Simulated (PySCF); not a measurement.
H₃Cl₃GeSn, SMILES [Cl][Sn]([Cl])([Cl])[GeH3], PBE0/def2-SVP optimised geometry.

```
8

Cl    -1.50    -1.99    -2.08
Sn    -0.85    -1.13     0.00
Cl     1.49    -1.13     0.00
Cl    -1.49     1.13     0.00
Ge    -1.85    -2.47     2.00
H     -1.39    -3.92     1.84
H     -3.38    -2.34     1.90
H     -1.31    -1.84     3.28
```

Density from PySCF 2.14.0 with PBE0/def2-TZVP, def2 effective core potentials past Kr at that geometry. The core electrons that the potentials of Sn replace are not part of the density.

Minimum of the electron density along straight lines between bonded atoms, close to the bond critical point (lines longer than 1.1 times the sum of covalent radii, or with two minima, are not listed):

```
bond     length / Å  ρ at the minimum / e bohr⁻³  ∇²ρ there / e bohr⁻⁵  position (fraction from the first atom)
-------  ----------  ---------------------------  --------------------  ---------------------------------------
Cl1–Sn2       2.345                        0.088                  0.17                                     0.53
Sn2–Cl3       2.344                        0.088                  0.17                                     0.47
Sn2–Cl4       2.344                        0.088                  0.17                                     0.47
Sn2–Ge5       2.606                        0.072                 -0.05                                     0.52
Ge5–H6        1.533                        0.135                  0.04                                     0.59
Ge5–H7        1.533                        0.135                  0.04                                     0.59
Ge5–H8        1.533                        0.135                  0.04                                     0.59
```
